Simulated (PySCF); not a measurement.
# Working out the excitation energy of S

S [Ne] 3s2 3p4 (3P) → S [Ne] 3s1 3p4 4s1 (5P). Calculation: PySCF 2.14, in aug-cc-pV(T+d)Z; no relativity, point nucleus. Frozen: [Ne]. Energies in hartree (1 hartree = 27.21139 eV):

| part | S (lower) | S (upper) |
| --- | --- | --- |
| UHF | -397.509982 | -396.904087 |
| CCSD correlation | -0.142152 | -0.141883 |
| (T) | -0.005143 | -0.012259 |

Question: What does Hartree-Fock give?

Answer: (-396.904087) − (-397.509982) = 0.605895 hartree = 16.487 eV.

Question: What do CCSD and CCSD(T) give?

Answer: The CCSD correlation energies differ by 0.000269 hartree = 0.007 eV and the triples by -0.007116 hartree = -0.194 eV, so CCSD gives 16.494 eV and CCSD(T) 16.300 eV.

The upper state lies above the first ionisation limit, where it may autoionise and the basis confines it. A Rydberg-like electron needs more diffuse functions than a valence basis has.

The coupled-cluster amplitudes are large, so a single reference is strained.
